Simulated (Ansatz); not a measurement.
A made-up structure of CH₃BSe, singlet:

```xyz
6
angstrom
B -0.5707 -0.6142 -0.3048
C 0.2596 0.5845 0.1418
Se 0.9982 -1.2599 0.5091
H -1.5601 -0.9982 -0.8261
H -1.3251 0.2318 -0.4991
H 0.0156 1.1356 1.0452
```

It is relaxed with PBE-D4/def2-SVP and then PBE0-D4/def2-TZVP (Ansatz 0.2.0). Atoms count as bonded within 1.22 times the sum of their covalent radii (H–H: 0.88 Å). The end point is not checked to be a true minimum.

Task: Does its bonding change? (A judgement: the text doesn't fix the answer.)

Result: By the calculation: Yes. Formed: C2–H5; broken: B1–H5.

Where it ends: The first stage lowers the energy by 4.09 eV in 13 steps. It ends as CH₃BSe ([BH]1[CH2][Se]1):
B1  (-0.520, -0.734, -0.649)
C2  (-0.397, 0.390, 0.375)
Se3  (0.705, -1.277, 0.672)
H4  (-1.022, -1.115, -1.648)
H5  (-1.154, 0.544, 1.138)
H6  (0.205, 1.272, 0.177)
(Å)

Labels in which every atom is bracketed show which atoms are joined, not bond orders.

For scale, one of the runs: PBE0-D4/def2-TZVP relaxation, 128 basis functions, launched by `ansatz run in.yaml --threads 2 --pin off --events-out ev --progress --plain --max-ram 4352MiB`. The run took about 14 s on 2 CPU threads of an Arm Neoverse V2 (shared host).
